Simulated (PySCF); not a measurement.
## Two-component Hartree-Fock for Mo (molybdenum, neutral)

Start: [Kr] 4d4 5s1 6s1; 4d5/2 filled at m_j = -1/2, +1/2, +3/2, +5/2; 5s1/2 filled at m_j = +1/2; 6s1/2 filled at m_j = +1/2. Calculated with PySCF 2.14 in x2c-SVPall-2c with one added diffuse shell each of s, p, d type (7s9p7d1f, 76 functions): generalised Hartree-Fock with the X2C-1e Hamiltonian and a Gaussian nucleus; one run each with spin-orbit coupling (SO) switched off, then screened by Boettger's factors. This is a chosen level, not necessarily the ground level.

| spinor shell | electrons | ε, spin-free (eV) | ε, screened SO (eV) | weight of nominal j (screened SO) | rms radius, screened SO (bohr) |
| --- | --- | --- | --- | --- | --- |
| 1s1/2 | 2 | -20111.4 | -20110.5 | 1.000 | 0.0404 |
| 2s1/2 | 2 | -2921.3 | -2921.0 | 1.000 | 0.166 |
| 2p1/2 | 2 | -2606.6 | -2680.3 | 1.000 | 0.145 |
| 2p3/2 | 4 | -2606.6 | -2572.0 | 1.000 | 0.149 |
| 3s1/2 | 2 | -535.62 | -535.58 | 1.000 | 0.456 |
| 3p1/2 | 2 | -429.43 | -442.06 | 1.000 | 0.455 |
| 3p3/2 | 4 | -429.43 | -423.52 | 1.000 | 0.465 |
| 3d3/2 | 4 | -256.61 | -258.67 | 0.974 | 0.452 |
| 3d5/2 | 6 | -256.61 | -255.23 | 0.983 | 0.455 |
| 4s1/2 | 2 | -86.434 | -86.444 | 1.000 | 1.18 |
| 4p1/2 | 2 | -54.919 | -58.696 | 0.683 | 1.32 |
| 4d5/2 | 4 | -16.145 | -16.129 | 0.675 | 1.93 |
| 5s1/2 | 1 | -10.689 | -10.693 | 1.000 | 3.45 |
| 6s1/2 | 1 | -2.231 | -2.231 | 1.000 | 9.74 |

Question: Where does 4p3/2 lie, and what is the 4p spin-orbit splitting (screened SO)?

Answer: At -53.111 eV, 5.584 eV above 4p1/2.

| quantity | spin-free | screened SO |
| --- | --- | --- |
| E (hartree) | -4045.40426 | -4045.85727 |
| M_J | 5 | 5 |
| ⟨J²⟩ | 30.009 | 30.011 |
| ⟨L²⟩ | 6.007 | 6.041 |
| ⟨S²⟩ | 12.002 | 11.987 |

Each row is a mean over spinors that exchange with the open shell spreads, by up to 8.491 eV (4p3/2).

Rows whose weight is well below 1 are mixtures of j = l ± 1/2: exchange outweighs spin-orbit coupling there, and the label is only the starting occupation.

Breit and QED terms are absent; they matter most for the inner s and p1/2 levels.

Densities and radii are taken from the X2C orbitals without a picture-change correction, which distorts them close to the nucleus.

Without spin-orbit coupling the j labels of p, d and f shells carry no meaning; the spin-free column gives the mean over the occupied spinors of each nl shell.
